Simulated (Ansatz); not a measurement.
`B[SiH](F)Cl` + `C[NH][GeH3]` → `B[N](C)[GeH3]` + `F[SiH2]Cl` at 500 K and 1 bar (cleavage of the B–Si bond).

Calculated with Ansatz (gas phase, PBE0-D4/def2-TZVP geometries, no zero-point term in ΔE). CBS: MP2 limit from def2 TZ/QZ plus the TZ coupled-cluster correction, frozen cores. This one scheme is used for every species. For Ge outer-core shells are correlated without core-valence functions, which leaves a few kJ/mol of doubt a bond. Scalar relativity is left out up to krypton.

```
        species  CCSD(T)/CBS energy (Eh)  H − E (kJ/mol)  S (J/(mol·K))
  `B[SiH](F)Cl`               -875.32432           126.2          374.3
  `C[NH][GeH3]`              -2173.06430           241.1          362.9
`B[N](C)[GeH3]`              -2198.49616           281.2          399.2
    `F[SiH2]Cl`               -849.96195            83.3          315.2
```

H − E and S are ideal-gas, rigid-rotor, harmonic terms from PBE0-D4/def2-TZVP, for one conformer and one mirror image of each species. 1 Eh = 2625.50 kJ/mol, R = 8.31446 J/(mol·K).

**Question.** By hand: ΔE, ΔH, ΔS and ΔG.

**Answer.** ΔE = (-2198.49616) + (-849.96195) − (-875.32432) − (-2173.06430) = -0.06949 Eh = -182.4 kJ/mol. Δ(H − E) = 281.2 + 83.3 − 126.2 − 241.1 = -2.8, so ΔH = -185.2 kJ/mol. ΔS = 399.2 + 315.2 − 374.3 − 362.9 = -22.8 J/(mol·K). ΔG = -185.2 − 500 × (-22.8)/1000 = -173.8 kJ/mol.

**Question.** By hand: the equilibrium constant, and the temperature at which ΔG would vanish if ΔH and ΔS stayed fixed.

**Answer.** log₁₀ K = −ΔG/(RT ln 10) = 18.2. ΔG = 0 at ΔH/ΔS = 8123 K, far beyond where these terms or the molecules hold.

ΔH outweighs TΔS. A doubt of 5 kJ/mol in ΔE shifts log₁₀ K by 0.5 here. Other conformers and mirror images would add mixing entropy, several J/(mol·K) or more a flexible species. These are equilibria of isolated gas molecules and say nothing of rates. Largest T1 diagnostic: 0.013 (customary marks: 0.02 for closed shells, 0.045 for open ones).
